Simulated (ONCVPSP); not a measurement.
## Configuration tests for Co (Z = 27) (ONCV)

| Property | Result |
| --- | --- |
| Element | cobalt |
| Generator | ONCVPSP 4.0.1 |
| Type | optimised norm-conserving Vanderbilt (ONCV) |
| Functional | LDA (Perdew-Wang 92) |
| Relativity | scalar-relativistic |
| Frozen core | [Ne] 3s2 |
| Valence charge | 15 |
| Reference configuration | 3p6 3d7 4s1 4p1 |
| Partial waves | 4s: rc 2.20 bohr, ncon 3, nbas 6, qcut 2.9 1/bohr, 1 projector; 3p+4p: rc 1.40 bohr, ncon 5, nbas 10, qcut 7.7 1/bohr, 2 projectors; 3d: rc 0.95 bohr, ncon 4, nbas 9, qcut 14.3 1/bohr, 2 projectors, debl 3.9 Ha |
| Local potential | polynomial inside 0.90 bohr (lpopt 3, dvloc0 2 Ha) |
| Core correction | none |

Energies are relative to the spin-unpolarised reference configuration 3p6 3d7 4s1 4p1; without spin polarisation the order of configurations can differ from experiment. Not all tests gave a result: 1 of 4 tests not solved or not reliable.

```json
{"valence configuration": "3p6 3d7 4s2 4p0", "charge": "0", "ΔE all-electron (eV)": "-4.427", "error AE − PS (meV)": "-5.1"}
{"valence configuration": "3p6 3d7 4s1 4p0", "charge": "+1", "ΔE all-electron (eV)": "4.862", "error AE − PS (meV)": "+0.4"}
{"valence configuration": "3p6 3d7 4s0 4p0", "charge": "+2", "ΔE all-electron (eV)": "21.940", "error AE − PS (meV)": "-14"}
```

Levels in the configuration 3p6 3d7 4s0 4p0:

```json
{"level": "3p", "all-electron (eV)": "-84.694", "pseudo (eV)": "-84.638"}
{"level": "3d", "all-electron (eV)": "-27.395", "pseudo (eV)": "-27.357"}
```

Note: ghosts flagged at negative energy: s at -84.5 eV; no localised positive-energy state flagged. A true bound ghost makes a file unfit for plane-wave use.
